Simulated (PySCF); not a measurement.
A GIAO shielding run with PySCF (density fitting, non-relativistic, gas phase) on SMILES C1=C[C+]1CC(=C)C, [C₇H₉]+:

```
$ OMP_NUM_THREADS=1 python probes_run.py task.json out

{"job": {"kind": "nmr", "xc": "PBE0", "basis": "pcSseg-1"}, "charge": 1, "multiplicity": 1}
C     -1.410752     1.172390     0.403071
C     -0.889664    -0.046000     0.397018
C     -1.341462    -1.173296    -0.462602
C      0.266172    -0.391250     1.374902
C      1.313830     0.107979     0.548998
C      2.117505     1.162866     0.090822
C      2.157394    -0.022667    -0.565724
H     -2.266940     1.411190    -0.204207
H     -1.046087     1.962345     1.037183
H     -0.511253    -1.614700    -1.011353
H     -2.087606    -0.834607    -1.175747
H     -1.786013    -1.956836     0.150611
H      0.306490    -1.467787     1.532430
H      0.160409     0.147119     2.315186
H      2.458177     2.169850     0.184360
H      2.552201    -0.617653    -1.358874
```

Hardware: 1 thread of an Arm Neoverse N1, shared host. The job also computes population analyses, field gradients, ring-centre shieldings.

(1) How large is the calculation?

(2) How long does it take, and how much memory does it need?

## Answers

(1) 50 electrons, 164 basis functions and 843 auxiliary functions.

(2) 45 s of wall time, with 14 SCF cycles and 5 response iterations; peak memory 0.74 GiB. Times on a shared host scatter by some tens of per cent.
